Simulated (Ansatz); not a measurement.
Calculated with Ansatz (gas phase, PBE0-D4/def2-TZVP geometries, no zero-point term in ΔE). CBS: MP2 limit from def2 TZ/QZ plus the TZ coupled-cluster correction, frozen cores. DFT in def2-TZVPP. def2 core potentials past Kr. For In, Sc outer-core shells are correlated without core-valence functions, which leaves a few kJ/mol of doubt a bond. Scalar relativity is left out up to krypton. Each species was taken in one conformer, which may not be the lowest.

`[SiH3][O][In]([SH])[O][SiH3]` + `[OH][Sc]([F])[F]` → `[F][Sc]([F])[O][SiH3]` + `[OH][In]([SH])[O][SiH3]`  (ligand exchange at the Si–O bond)

```
             level  ΔE (kJ/mol)
           PBE0-D4         -8.8
           ωB97X-V         -6.6
SCS-MP2/def2-TZVPP         -7.5
    MP2/def2-QZVPP         -8.6
```

**Question.** What does CCSD(T)/CBS give? (Estimate.)

**Answer.** The calculation gave: -9.8 kJ/mol. The listed levels differ from it by 1.0, 3.2, 2.3, 1.2 kJ/mol.

Largest T1 diagnostic among the species: 0.017.

From PBE to PBE0 (25 % exact exchange), in def2-TZVPP and without D4, ΔE moves by +3.6 kJ/mol. The D4 term adds +5.4 kJ/mol with B3LYP and +3.3 kJ/mol with PBE0; it sums over pairs of atoms, weighted by their polarisabilities, and B3LYP, whose exchange is more repulsive, gets the larger term.

B3LYP here is the variant with VWN-RPA as its local correlation; programs differ in this.
